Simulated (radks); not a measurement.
Task: The mean radii <r> (bohr) of the occupied orbitals of an atom or ion are listed with their occupations. Calculated with a radial shooting solver on a logarithmic mesh with Libxc functionals: Dirac Kohn-Sham, PBE, spin-unpolarised, spherical densities, finite nucleus; Fermi nuclear charge, rms radius of each element as measured or else 0.836 A^(1/3) + 0.57 fm.

| orbital | occ. | <r> |
|---|---|---|
| 1s1/2 | 2 | 0.04029 |
| 2s1/2 | 2 | 0.1775 |
| 2p1/2 | 2 | 0.1523 |
| 2p3/2 | 4 | 0.1563 |
| 3s1/2 | 2 | 0.5101 |
| 3p1/2 | 2 | 0.5112 |
| 3p3/2 | 4 | 0.5216 |
| 3d3/2 | 4 | 0.5217 |
| 3d5/2 | 6 | 0.5254 |
| 4s1/2 | 2 | 1.393 |
| 4p1/2 | 2 | 1.559 |
| 4p3/2 | 2 | 1.586 |
| 6p1/2 | 1 | 7.423 |

Name the element and its charge. Open shells, if any, fill j = l - 1/2 first.

Result: Z = 37, rubidium, charge +2: Rb2+ in [Ar] 3d10 4s2 4p4 6p1. The 1s radius gives Z: for a bare nucleus <r> = (2 gamma + 1)/(2Z) with gamma = sqrt(1 - (Z/c)^2), 0.03954 bohr for Z = 37, and screening makes it slightly larger (0.04029 here). The occupations add up to 35, and the charge is Z minus that.
